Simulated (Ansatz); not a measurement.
CH3Cl2NOW (`C[N]=[W](=[O])([Cl])[Cl]`), relaxed with RKS PBE0-D4/def2-TZVP in Ansatz 0.2.0 from a GFN2-xTB geometry. The force threshold is 0.005 eV/Å; the program also tests the step.

Charge 0, multiplicity 1. W: def2 effective core potential.

Start:

```xyz
9

C    -0.549   -0.975   -1.232
N     0.021   -0.306   -0.126
W     0.448    0.934    1.074
O    -0.295    2.416    0.771
Cl    2.637    1.179    1.057
Cl   -0.148    0.201    3.063
H    -1.633   -0.807   -1.257
H    -0.361   -2.054   -1.186
H    -0.120   -0.588   -2.164
```

How much energy does the relaxation release, and in how many steps? (Estimate.)

The calculation gave: 4.95 kcal/mol, in 18 steps, 1 of them rejected.

Which bonds change most? (An estimate is asked.)

Ansatz gave: W3–Cl6 from 2.202 to 2.274 Å; W3–Cl5 from 2.203 to 2.274 Å; N2–W3 from 1.777 to 1.735 Å; W3–O4 from 1.684 to 1.697 Å.

Give the relaxed structure. (Best estimate.)

Computed: 
```xyz
9

C    -0.517   -0.912   -1.217
N     0.145   -0.364   -0.091
W     0.457    0.851    1.108
O    -0.611    2.134    0.803
Cl    2.599    1.557    0.817
Cl   -0.009   -0.061    3.137
H    -1.282   -0.230   -1.603
H    -0.991   -1.859   -0.944
H     0.209   -1.116   -2.010
```
